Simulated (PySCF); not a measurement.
C³⁺ (carbon, charge +3) across methods

[He] 2s1, 2S determinant. All numbers are calculated (PySCF 2.14, the non-relativistic Hamiltonian (point nucleus), in aug-cc-pVQZ with one added diffuse shell each of s, p, d, f, g type (7s6p5d4f3g, 105 functions)). The B2PLYP total includes its PT2 part (frozen core); its orbital energies are those of the SCF part.

```
   method  E (hartree)  mean ε 1s α (eV)  mean ε 1s β (eV)  mean ε 2s α (eV)  Σ⟨r²⟩ (bohr²)   ⟨S²⟩
      UHF    -34.72593           -367.99           -365.64           -64.357          2.107  0.750
     PW91     -34.7530           -332.34           -331.24           -57.742          2.092  0.750
     PBE0     -34.7423           -341.15           -339.76           -59.459          2.094  0.750
      LDA     -34.4041           -329.26           -328.16           -57.249          2.108  0.750
CAM-B3LYP     -34.7600           -341.67           -340.46           -60.971          2.090  0.750
   B2PLYP     -34.7708           -351.56           -349.90           -61.254          2.091  0.750
  r2SCANh     -34.7742           -339.00           -337.95           -58.708          2.096  0.750
      PBE     -34.7292           -331.95           -330.85           -57.673          2.093  0.750
   r2SCAN     -34.7735           -335.71           -334.81           -58.049          2.096  0.750
```
